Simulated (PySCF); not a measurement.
Start geometry of `[F][V]([Cl])([Cl])[Cl]` (VFCl3) [radical] from GFN2-xTB (Å):
```
atom  x, y, z in Å
V1    -0.0624    0.1077    0.1975
F2     0.1109   -0.1903    1.7980
Cl3    1.8565    0.0575   -0.6006
Cl4   -0.9341    1.6086   -0.7954
Cl5   -0.9709   -1.5835   -0.5995
```

Question: What comes out of this run: PySCF 2.14.0, PBE0-D3(BJ)/def2-SVP geometry optimisation, gas phase?

Answer: 
```
atom  x, y, z in Å
V1    -0.0262    0.0271    0.1250
F2    -0.0406   -0.1382    1.8091
Cl3    2.0062    0.0420   -0.5020
Cl4   -0.9600    1.7415   -0.7063
Cl5   -0.9793   -1.6724   -0.7258
```

The energy falls by 0.424 eV over 8 energy and gradient evaluations, the largest force component goes from 0.0518 to 3.4e-04 Eh/bohr, and the atoms move by 0.128 Å rms after alignment. The bond that changes most is V1–Cl4 (ends: vanadium bonded to 3 Cl and F; chlorine bonded to V), which lengthens by 0.122 Å. Bonds longer at the end by more than 0.005 Å: 4 of 4; shorter: 0. Among the angles that change most is F2–V1–Cl4, from 131.9° to 117.7°. Rotational constants go from 1780, 1752, 1369 to 1651, 1629, 1225 MHz. The orientation of the end geometry is arbitrary; only internal coordinates are fixed.

The run used 99 basis functions and 117 SCF cycles in all. Hardware: one thread of an Arm Neoverse V1, no GPU, shared host. Cost: 72 s.

No PBE0-D3(BJ)/def2-SVP frequencies stand behind this structure, so it isn't proved a minimum. ⟨S²⟩ = 0.761 (exact for a doublet: 0.75).

Caution for open-shell metal species: one SCF solution and one stationary point were followed, and a lower state or a bent or distorted shape isn't ruled out.
